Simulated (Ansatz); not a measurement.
Geometry optimisation, RKS PBE/def2-SVP in Ansatz 0.2.0.

Input:

```yaml
crystal:
  periodic: [false, false, false]
  atoms:
    - { symbol: W, position_ang: [0.0, 0.0, 0.0] }
    - { symbol: Cl, position_ang: [0.0, 0.0, 2.74] }
    - { symbol: H, position_ang: [1.72, 0.0, 0.0] }
    - { symbol: H, position_ang: [0.0, 1.72, 0.0] }
    - { symbol: Cl, position_ang: [-2.39, 0.0, 0.0] }
    - { symbol: O, position_ang: [0.0, -1.94, 0.0] }
    - { symbol: H, position_ang: [0.3816, -2.2771, 0.8723] }
    - { symbol: Cl, position_ang: [0.0, 0.0, -2.39] }
    - { symbol: Br, position_ang: [-2.046, 1.7977, 0.905] }
    - { symbol: H, position_ang: [-1.15, 1.0105, 2.2512] }
basis:
  gaussian: { orbitals: def2-SVP }
hamiltonian:
  xc: pbe
relax:
  f_tol: 0.15
  max_steps: 25
  restrain:
    - { distance: [0, 8], at: 2.57, k: 30.0 }
    - { distance: [9, 1], at: 1.37, k: 30.0 }
    - { distance: [0, 1], at: 3.59, k: 30.0 }
    - { distance: [9, 8], at: 2.75, k: 30.0 }
```

Launched with:

```bash
$ ansatz run input.yaml --threads 4 --pin off --max-ram 5120MiB --backend cpu --events-out ev --progress --plain --runs-dir out
```

Where does it end, and by what steps?

It converged. The restraints hold the end off the free minimum; the threshold counts their pulls, which the force column leaves out. Restrained pairs: W1–Br9 (2.87 → 2.57 Å), Cl2–H10 (1.61 → 1.34 Å), W1–Cl2 (2.74 → 3.59 Å), Br9–H10 (1.80 → 2.75 Å). After 15 steps the energy has fallen by 7.587 eV (the restraints' own energy left out); H3 moved furthest, 1.31 Å.

```csv
step,energy less start (eV),largest force component (eV/Å),accepted
0,0.0000,7.681,yes
1,-1.2516,6.934,yes
2,-1.9077,6.855,yes
3,-3.3461,5.993,yes
4,-4.9871,2.900,yes
5,-6.0858,1.151,yes
6,-6.6515,0.954,yes
7,-6.8542,1.505,yes
8,-6.9890,0.826,yes
9,-7.1186,0.965,yes
10,-7.2515,1.030,yes
11,-7.4083,0.941,yes
12,-7.5179,0.883,yes
13,-7.5203,1.294,yes
14,-7.5669,1.036,yes
15,-7.5873,0.845,yes
```

```xyz
10
Properties=species:S:1:pos:R:3
W -0.487 0.023 -0.352
Cl -0.549 -0.545 3.194
H 0.745 0.571 0.662
H 0.615 1.199 -0.870
Cl -2.768 -0.441 -0.150
O 0.360 -1.582 0.083
H 0.980 -1.716 0.828
Cl -0.352 -0.201 -2.629
Br -1.176 2.268 0.679
H -0.853 0.735 2.934
```

Run time: 70 s on 4 threads of Arm Neoverse V1, on a shared host, peak memory 0.42 GiB.
